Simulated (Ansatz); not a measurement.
`[CH2]1[SiH2][CH2][GaH]1`, relaxed with RKS PBE0-D4/def2-TZVP in Ansatz from a GFN2-xTB geometry. The force threshold is 0.005 eV/Å; the program also tests the step.

Charge 0, multiplicity 1.

Start:

```xyz
11

C     1.283    0.653   -0.146
Si    0.448   -0.990    0.418
C    -1.375   -0.442    0.109
Ga   -0.608    1.331   -0.627
H     2.010    0.525   -0.950
H     1.793    1.174    0.668
H     0.719   -1.319    1.826
H     0.833   -2.125   -0.435
H    -1.960   -0.374    1.028
H    -1.922   -1.094   -0.572
H    -1.221    2.660   -1.319
```

```tsv
step	energy (eV)	largest force (eV/Å)	largest move (Å)
1	-62431.5327	1.300	0.000
2	-62431.6445	0.603	0.106
3	-62431.6554	0.042	0.025
4	-62431.6558	0.029	0.008
5	-62431.6560	0.008	0.005
6	-62431.6572	0.009	0.049
7	-62431.6576	0.017	0.017
8 (rejected)	-62431.6549	0.235	0.179
9	-62431.6603	0.052	0.090
10	-62431.6632	0.108	0.098
11	-62431.6633	0.219	0.122
12	-62431.6666	0.114	0.011
13	-62431.6692	0.054	0.053
14	-62431.6702	0.048	0.059
15	-62431.6704	0.033	0.030
16	-62431.6704	0.007	0.005
17 (rejected)	-62431.6704	0.038	0.004
18	-62431.6705	0.003	0.001
```

End:

```xyz
11

C     1.234    0.664   -0.044
Si    0.447   -1.010    0.327
C    -1.330   -0.392    0.202
Ga   -0.564    1.195   -0.750
H     2.127    0.724   -0.664
H     1.424    1.224    0.880
H     0.835   -1.650    1.619
H     0.738   -1.973   -0.774
H    -1.704   -0.064    1.180
H    -2.096   -1.015   -0.259
H    -1.111    2.296   -1.717
```

It took 51 s on 4 threads of an Intel Xeon on a shared host, with 0.58 GiB of host memory at the peak.
